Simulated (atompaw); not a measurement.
# Reading a pseudo-wave (lutetium)

Columns: radius, all-electron u(r) and pseudo u(r) of the 5s shell (level -61.06 eV) of lutetium in the configuration [Kr] 4d10 4f14 5s2 5p6 5d1 6s2 6p0; PBE, scalar-relativistic, PAW (atompaw) scheme, atompaw 4.2.0.5.

```json
{"r (bohr)": "0.094", "all-electron": "0.0190", "pseudo": "0.1941"}
{"r (bohr)": "0.188", "all-electron": "0.3235", "pseudo": "0.3825"}
{"r (bohr)": "0.283", "all-electron": "-0.2877", "pseudo": "0.5617"}
{"r (bohr)": "0.377", "all-electron": "-0.5803", "pseudo": "0.7229"}
{"r (bohr)": "0.471", "all-electron": "-0.4022", "pseudo": "0.8633"}
{"r (bohr)": "0.565", "all-electron": "-0.0055", "pseudo": "0.9795"}
{"r (bohr)": "0.660", "all-electron": "0.4070", "pseudo": "1.0692"}
{"r (bohr)": "0.754", "all-electron": "0.7295", "pseudo": "1.1290"}
{"r (bohr)": "0.848", "all-electron": "0.9428", "pseudo": "1.1591"}
{"r (bohr)": "0.942", "all-electron": "1.0566", "pseudo": "1.1605"}
{"r (bohr)": "1.037", "all-electron": "1.0922", "pseudo": "1.1346"}
{"r (bohr)": "1.131", "all-electron": "1.0713", "pseudo": "1.0854"}
{"r (bohr)": "1.225", "all-electron": "1.0137", "pseudo": "1.0171"}
{"r (bohr)": "1.319", "all-electron": "0.9345", "pseudo": "0.9349"}
{"r (bohr)": "1.413", "all-electron": "0.8446", "pseudo": "0.8446"}
{"r (bohr)": "1.508", "all-electron": "0.7509", "pseudo": "0.7509"}
{"r (bohr)": "1.602", "all-electron": "0.6603", "pseudo": "0.6603"}
{"r (bohr)": "1.696", "all-electron": "0.5751", "pseudo": "0.5751"}
{"r (bohr)": "1.790", "all-electron": "0.4971", "pseudo": "0.4971"}
{"r (bohr)": "1.885", "all-electron": "0.4261", "pseudo": "0.4261"}
{"r (bohr)": "1.979", "all-electron": "0.3639", "pseudo": "0.3639"}
{"r (bohr)": "2.073", "all-electron": "0.3095", "pseudo": "0.3095"}
{"r (bohr)": "2.167", "all-electron": "0.2622", "pseudo": "0.2622"}
{"r (bohr)": "2.262", "all-electron": "0.2210", "pseudo": "0.2210"}
{"r (bohr)": "2.356", "all-electron": "0.1861", "pseudo": "0.1861"}
{"r (bohr)": "2.450", "all-electron": "0.1564", "pseudo": "0.1564"}
```

(1) How many radial nodes do the two functions have?

(2) At about which radius was the pseudo-wave matched?

(3) Where does each function peak?

(4) Is the pseudo-wave norm-conserving?

Answers

(1) The all-electron 5s function has n − l − 1 = 4 (the table is too coarse to show those close to the nucleus); the pseudo-wave has 0, since the states of the same l below it are removed with the core.

(2) 1.50 bohr. The columns agree to 0.0005 from 1.32 bohr on; several derivatives are matched, so the curves merge somewhat inside the radius.

(3) Outermost all-electron maximum near 1.04 bohr, pseudo maximum near 0.94 bohr (to the table’s step).

(4) No, it belongs to a PAW set: the norm inside the radius is not constrained, and the difference is carried by the augmentation charge.
